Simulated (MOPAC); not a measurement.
A run for MOPAC: PM3 on H5NSi2 (SMILES N[Si][SiH3]), a point of a torsion scan.

```
PM3 1SCF PRECISE CHARGE=0 THREADS=1
H5NSi2

N      1.68437273 1     0.12039636 1    -0.03762321 1
Si     0.62695176 1    -1.04872897 1     0.71978300 1
Si     1.31046493 1    -1.63608014 1     2.82968936 1
H      1.47496027 1     1.09743897 1     0.09908501 1
H      2.68749689 1     0.00390685 1     0.05384746 1
H      1.13996466 1    -3.09862680 1     2.92724394 1
H      2.53306188 1    -1.38535563 1     3.62052670 1
H      0.23968094 1    -1.06489270 1     3.67567552 1
```

The log:

```
*******************************************************************************
 **                                                                           **
 **                              MOPAC v23.2.5                                **
 **                                                                           **
 *******************************************************************************
 ** MOPAC's Digital Object Identifier: https://doi.org/10.5281/zenodo.6511958 **
 **                                                                           **
 ** Please cite the open-source release paper for use of this MOPAC version:  **
 ** J. E. Moussa and J. J. P. Stewart (2026)                                  **
 ** MOPAC: An open-source semiempirical molecular orbital program             **
 ** J. Open Source Softw., 11(119), 8025, https://doi.org/10.21105/joss.08025 **
 *******************************************************************************

                              PM3 CALCULATION RESULTS

 *******************************************************************************
 *  PM3        - The PM3 Hamiltonian to be used
 *
 *
 *
 *                 CHARGE ON SYSTEM = 0
 *
 *
 *
 *  PRECISE    - TIGHTER CRITERIA TO BE USED
 *  1SCF       - DO 1 SCF AND THEN STOP
 *  THREADS=1  - MULTI-THREADING NOT USED
 *  T=         - A TIME OF 172800.0 SECONDS REQUESTED
 *  DUMP=N     - RESTART FILE WRITTEN EVERY 7200.0 SECONDS REQUESTED
 *******************************************************************************
PM3 1SCF PRECISE CHARGE=0 THREADS=1
 H5NSi2

   ATOM   CHEMICAL          X               Y               Z
  NUMBER   SYMBOL      (ANGSTROMS)     (ANGSTROMS)     (ANGSTROMS)

     1       N          1.68437273  *   0.12039636  *  -0.03762321  *
     2      Si          0.62695176  *  -1.04872897  *   0.71978300  *
     3      Si          1.31046493  *  -1.63608014  *   2.82968936  *
     4       H          1.47496027  *   1.09743897  *   0.09908501  *
     5       H          2.68749689  *   0.00390685  *   0.05384746  *
     6       H          1.13996466  *  -3.09862680  *   2.92724394  *
     7       H          2.53306188  *  -1.38535563  *   3.62052670  *
     8       H          0.23968094  *  -1.06489270  *   3.67567552  *



          CARTESIAN COORDINATES

    NO.       ATOM           X           Y           Z

     1         N          1.6844      0.1204     -0.0376
     2        Si          0.6270     -1.0487      0.7198
     3        Si          1.3105     -1.6361      2.8297
     4         H          1.4750      1.0974      0.0991
     5         H          2.6875      0.0039      0.0538
     6         H          1.1400     -3.0986      2.9272
     7         H          2.5331     -1.3854      3.6205
     8         H          0.2397     -1.0649      3.6757

  H: (PM3): J. J. P. STEWART, J. COMP. CHEM. 10, 209 (1989).
  N: (PM3): J. J. P. STEWART, J. COMP. CHEM. 10, 209 (1989).
 Si: (PM3): J. J. P. STEWART, J. COMP. CHEM. 10, 209 (1989).

           Empirical Formula: H5 N Si2  =     8 atoms



      MOLECULAR POINT GROUP   :   C1


      RHF CALCULATION, NO. OF DOUBLY OCCUPIED LEVELS = 9


 -------------------------------------------------------------------------------
 PM3 1SCF PRECISE CHARGE=0 THREADS=1
 H5NSi2



     1SCF WAS SPECIFIED, SO BFGS WAS NOT USED
     SCF FIELD WAS ACHIEVED


                              PM3 CALCULATION
                                                       MOPAC v23.2.5 Linux




          FINAL HEAT OF FORMATION =         39.67155 KCAL/MOL =     165.98577 KJ/MOL


          COSMO AREA              =        125.51 SQUARE ANGSTROMS
          COSMO VOLUME            =        119.23 CUBIC ANGSTROMS

          IONIZATION POTENTIAL    =          7.764084 EV
          HOMO LUMO ENERGIES (EV) =         -7.764 -2.112
          NO. OF FILLED LEVELS    =          9
          MOLECULAR WEIGHT        =         75.2172         POINT GROUP:  C1

          MOLECULAR DIMENSIONS (Angstroms)

            Atom       Atom       Distance
            H     6    H     4     5.07126
            H     5    H     8     3.29426
           Si     2    H     7     2.99531


          SCF CALCULATIONS        =          1





   ATOM   CHEMICAL          X               Y               Z
  NUMBER   SYMBOL      (ANGSTROMS)     (ANGSTROMS)     (ANGSTROMS)

     1       N          1.68437273  *   0.12039636  *  -0.03762321  *
     2      Si          0.62695176  *  -1.04872897  *   0.71978300  *
     3      Si          1.31046493  *  -1.63608014  *   2.82968936  *
     4       H          1.47496027  *   1.09743897  *   0.09908501  *
     5       H          2.68749689  *   0.00390685  *   0.05384746  *
     6       H          1.13996466  *  -3.09862680  *   2.92724394  *
     7       H          2.53306188  *  -1.38535563  *   3.62052670  *
     8       H          0.23968094  *  -1.06489270  *   3.67567552  *

                             CARTESIAN COORDINATES

   1    N        1.684372730     0.120396360    -0.037623210
   2   Si        0.626951760    -1.048728970     0.719783000
   3   Si        1.310464930    -1.636080140     2.829689360
   4    H        1.474960270     1.097438970     0.099085010
   5    H        2.687496890     0.003906850     0.053847460
   6    H        1.139964660    -3.098626800     2.927243940
   7    H        2.533061880    -1.385355630     3.620526700
   8    H        0.239680940    -1.064892700     3.675675520


           Empirical Formula: H5 N Si2  =     8 atoms



      MOLECULAR POINT GROUP   :   C1


                  EIGENVALUES
 -28.46503 -16.36464 -15.80185 -14.72424 -12.06948 -11.71702 -11.00454  -9.40381
  -7.76408  -2.11249  -0.85051   0.56265   1.75001   2.15647   2.26213   3.94561
   4.75261


              NET ATOMIC CHARGES AND DIPOLE CONTRIBUTIONS

  ATOM NO.   TYPE          CHARGE      No. of ELECS.   s-Pop       p-Pop
    1          N          -0.181635        5.1816     1.41425     3.76738
    2         Si           0.372847        3.6272     1.80962     1.81754
    3         Si           0.068877        3.9311     1.08621     2.84491
    4          H           0.065124        0.9349     0.93488
    5          H           0.035936        0.9641     0.96406
    6          H          -0.119900        1.1199     1.11990
    7          H          -0.138186        1.1382     1.13819
    8          H          -0.103064        1.1031     1.10306
 DIPOLE           X         Y         Z       TOTAL
 POINT-CHG.    -1.444     1.051    -3.610     4.028
 HYBRID         3.003     0.896     2.611     4.079
 SUM            1.559     1.947    -0.999     2.687


          ATOMIC ORBITAL ELECTRON POPULATIONS

     Atom    s        px        py        pz
    1  N   1.41425   1.05554   1.06192   1.64992
    2 Si   1.80962   0.70083   0.50324   0.61347
    3 Si   1.08621   0.86902   0.91747   1.05841
    4  H   0.93488
    5  H   0.96406
    6  H   1.11990
    7  H   1.13819
    8  H   1.10306

 **********************
 *                    *
 * JOB ENDED NORMALLY *
 *                    *
 **********************




 == MOPAC DONE ==
```

The run finished.

Cost: very roughly 0.03 core-seconds.
